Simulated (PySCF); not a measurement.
How methods differ on the ionisation energy of Pr⁺

Pr⁺ [Xe] 4f3 6s1 (high-spin determinant) → Pr²⁺ [Xe] 4f3 (high-spin determinant), as a difference of total energies. Computed with PySCF 2.14 in x2c-TZVPPall, with scalar relativity by spin-free X2C-1e. Correlated levels: valence: [Kr] 4d10 frozen; valence and next inner shell: [Ar] 3d10 frozen. The calculations carry no spin-orbit coupling.

| method | ionisation energy (eV) |
| --- | --- |
| UHF | 9.889 |
| LDA | 11.002 |
| PBE | 10.816 |
| PBE0 | 10.638 |
| r2SCAN | 10.549 |
| MP2 (valence) | 10.567 |
| SCS-MP2 (valence) | 10.401 |
| MP2 (valence and next inner shell) | 10.647 |
| SCS-MP2 (valence and next inner shell) | 10.471 |

**Question.** How much does correlation contribute at MP2 (valence and next inner shell)?

**Answer.** 10.647 − (9.889) = 0.758 eV, measured against UHF.

Errors of the correlated levels include the incompleteness of this basis and the frozen core.

The determinant of Pr²⁺ and of Pr⁺ mixes LS terms, which raises its energy above the lowest term, most at the Hartree-Fock and MP2 levels.

For comparison: 10.631 ± 0.02 eV (semi-empirical (NIST evaluation); NIST Atomic Spectra Database, ionization energies).
